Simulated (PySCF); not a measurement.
Cartesian coordinates in Å; atom numbers follow the order of the lines, from 1:
```xyz
20

C    -1.2768   -2.5007   -0.5724
Si   -0.9336   -1.3224    0.8583
C    -1.9339    0.2973    0.7138
C    -1.1195    1.3293   -0.0811
C     0.2860    1.5211    0.5064
Si    1.1129   -0.1950    0.6305
P     1.9252   -0.7191   -1.4242
H    -0.6470   -3.4014   -0.5041
H    -2.3309   -2.8197   -0.5730
H    -1.0628   -2.0109   -1.5352
H    -1.1804   -2.0144    2.1632
H    -2.1182    0.6769    1.7345
H    -2.9232    0.1260    0.2583
H    -1.0263    0.9942   -1.1305
H    -1.6537    2.2943   -0.1219
H     0.2187    1.9425    1.5253
H     0.8819    2.2298   -0.0910
H     2.1373   -0.2721    1.7188
H     2.4282   -1.9983   -1.0344
H     3.1858   -0.0631   -1.2668
```

Geometry: PBE0-D3(BJ)/def2-SVP; GIAO absolute shieldings from PySCF 2.14, gas phase, non-relativistic, averaged over equivalent atoms.

At PBE0/pcSseg-1 (205 basis functions, 2.6 min wall time (2.1 min CPU) on 1 thread of an Intel Xeon, shared host):
```tsv
atoms	σ (ppm)
C4	159.7
C3	167.4
C5	167.6
C1	192.0
Si2	386.0
Si6	394.8
P7	600.1
H18	26.75
H11	27.10
H15	29.09
H19/H20	29.57
H14	29.98
H17	30.10
H13	30.19
H16	30.72
H12	30.81
H8/H9/H10	31.04
```

What do these become at KT3/pcSseg-1?

Results:


```
    atoms  σ at KT3/pcSseg-1  change
       C4              155.1    -4.6
       C3              163.8    -3.6
       C5              163.8    -3.8
       C1              188.7    -3.3
      Si2              398.3   +12.3
      Si6              406.5   +11.7
       P7              595.2    -4.9
      H18              26.86   +0.11
      H11              27.26   +0.16
      H15              29.03   -0.06
  H19/H20              29.70   +0.13
      H14              29.95   -0.03
      H17              30.02   -0.08
      H13              30.12   -0.07
      H16              30.68   -0.04
      H12              30.77   -0.04
H8/H9/H10              31.07   +0.03
```

The largest change is at Si2 (silicon bonded to 2 C, Si, H, in a 5-membered ring). Cost: 205 basis functions, 2.4 min wall time on 1 thread of an Intel Xeon, shared host. The order of the carbon signals is the same at both levels.
